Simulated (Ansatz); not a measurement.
Ideal-gas functions of FGaH$_{4}$SSi, SMILES `F[SiH](S)[GaH2]` at 400 K and 1 bar, from an Ansatz frequency run at PBE0-D4/def2-TZVP.

Molar mass 152.91 g/mol, point group C1 (symmetry number 1), electronic degeneracy 1, moments of inertia 136.249, 355.507, 457.266 u Å². Harmonic wavenumbers (cm⁻¹, unscaled): 62, 101, 156, 218, 286, 336, 417, 512, 559, 649, 741, 809, 850, 877, 1957, 1972, 2229, 2700.

Use S(trans) = R[1.5 ln M + 2.5 ln T − 1.1517]; rotational temperatures θ = 24.2544 K / I; S(rot) = R[ln(√π/σ · √(T³/θAθBθC)) + 1.5]; for each mode x = 1.438777 ν̃/T, S = R[x/(eˣ − 1) − ln(1 − e⁻ˣ)] and H = RT x/(eˣ − 1); 1 cm⁻¹ = 0.0119627 kJ/mol; R = 8.31446 J/(mol·K).

Question: By hand: the entropy, in J/(mol·K).

Answer: Translation 177.7. Rotation: θ = 0.178, 0.0682, 0.053 K, giving 122.5. Vibration, mode by mode: 20.81, 16.78, 13.23, 10.55, 8.44, 7.23, 5.68, 4.32, 3.78, 2.93, 2.26, 1.86, 1.65, 1.53, 0.06, 0.06, 0.02, 0.01, in all 101.2. Electronic 0.0. Sum 401.4 J/(mol·K).

Question: By hand: H − E and G − E in kJ/mol, counted from the electronic energy.

Answer: Zero-point energy ½ × 15431 × 0.0119627 = 92.3; thermal vibration 20.7; translation, rotation and pV give 4 RT = 13.3. H − E = 126.3 kJ/mol, and G − E = 126.3 − 400 × 401.4/1000 = -34.3 kJ/mol.

Vibration gives 25 % of the entropy, 37.6 J/(mol·K) of it from the modes under 150 cm⁻¹: soft modes count most, and the harmonic formula is weakest for them. The sum counts one conformer and one mirror image; others add a mixing term.
